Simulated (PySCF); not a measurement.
# Telling isomers of C7H6O2 apart by NMR

One computed conformer, gas phase, no relativistic terms, equivalent nuclei averaged. Shielding tensors at PBE0/pcSseg-1 (GIAO); geometry from GFN2-xTB; PySCF 2.14.

δ = σ(ref) − σ, references computed at the same level: TMS for 1H (σ = 31.72 ppm) and 13C (σ = 186.93 ppm). Where no couplings were computed, multiplicities follow the n + 1 count of equivalent neighbours, and m marks all less simple cases (inequivalent or close neighbours, rings, F or P nearby). Shifts are as computed. Against solution values, carbons near 30 ppm lie about +3 ppm off and those near 130 ppm about +5 ppm. Of 1211 compounds with measured shifts, 218 miss one by over three times the rms of a fit or turn the order of signals round; such compounds aren't used in these exercises. OH and NH positions are gas-phase values without hydrogen bonding to other molecules.

(1) Tabulate the signals of `CC#CC1=COC=CO1`, `O=Cc1ccccc1O`, `CC#Cc1ccc(O)o1` and their relative energies.

(2) What is the quickest way to tell CC#CC1=COC=CO1 from O=Cc1ccccc1O?

(3) What is the quickest way to tell CC#CC1=COC=CO1 from CC#Cc1ccc(O)o1?

(4) What is the quickest way to tell O=Cc1ccccc1O from CC#Cc1ccc(O)o1?

Answers

(1) 
| SMILES | carbon types | δC | δH | E rel. (kcal/mol) |
| --- | --- | --- | --- | --- |
| CC#CC1=COC=CO1 | 3×C 3×CH 1×CH3 | 141.2, 135.0, 131.9, 129.9, 101.1, 77.9, 5.6 | 5.79 (s, 1H), 5.52 (m, 1H), 5.40 (m, 1H), 2.15 (s, 3H) | 92.3 |
| O=Cc1ccccc1O | 2×C 5×CH | 201.9, 171.9, 143.0, 139.8, 123.7, 123.6, 123.2 | 12.15 (br s, 1H), 10.03 (s, 1H), 7.80 (m, 1H), 7.61 (d, 1H), 7.28 (d, 1H), 7.16 (m, 1H) | 0.0 |
| CC#Cc1ccc(O)o1 | 4×C 2×CH 1×CH3 | 164.6, 131.9, 127.2, 98.4, 88.0, 77.0, 5.8 | 6.78 (m, 1H), 5.43 (m, 1H), 4.82 (br s, 1H), 2.28 (s, 3H) | 58.4 |

Energies are electronic energies at PBE0/pcSseg-1 on these geometries, without zero-point or thermal terms, each for the one conformer computed, which needn't be the lowest.

(2) Both give the same number of carbon signals, but DEPT or the intensities differ. The first has a propargylic methyl carbon (CH3) at 5.6 ppm, the second an aldehyde carbonyl carbon (CH) at 201.9 ppm. Their most deshielded carbons lie at 141.2 and 201.9 ppm. In the proton spectra the most deshielded non-exchanging signals are 5.79 (s, 1H) and 10.03 (s, 1H).

(3) Both give the same number of carbon signals, but DEPT or the intensities differ. The first has an alkene carbon bearing oxygen (CH) at 141.2 ppm, the second an aromatic CH at 88.0 ppm. Their most deshielded carbons lie at 141.2 and 164.6 ppm. In the proton spectra the most deshielded non-exchanging signals are 5.79 (s, 1H) and 6.78 (m, 1H).

(4) Both give the same number of carbon signals, but DEPT or the intensities differ. The first has an aldehyde carbonyl carbon (CH) at 201.9 ppm, the second a propargylic methyl carbon (CH3) at 5.8 ppm. Their most deshielded carbons lie at 201.9 and 164.6 ppm. In the proton spectra the most deshielded non-exchanging signals are 10.03 (s, 1H) and 6.78 (m, 1H).
